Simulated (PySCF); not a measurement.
# Ti: ionisation energy

Ti [Ar] 3d2 4s2 (3F) → Ti⁺ [Ar] 3d2 4s1 (4F), as a difference of total energies. All numbers are calculated (PySCF 2.14, no relativity, point nucleus, in pcseg-2). Correlated levels: valence: [Ar] frozen. The calculations carry no spin-orbit coupling.

| method | ionisation energy (eV) | difference from reference (eV) |
| --- | --- | --- |
| UHF | 5.527 | -1.301 |
| TPSS | 6.502 | -0.326 |
| M06-2X | 7.120 | +0.292 |
| MP2 (valence) | 6.246 | -0.582 |
| SCS-MP2 (valence) | 6.401 | -0.427 |

Reference: 6.828 eV (measured; NIST levels, between the centres of gravity of the two terms).

These non-relativistic numbers lack the scalar-relativistic shift.

Errors of the correlated levels include the incompleteness of this basis and the frozen core.

MP2 underrates the near-degeneracy of ns² with np² in the lower species.
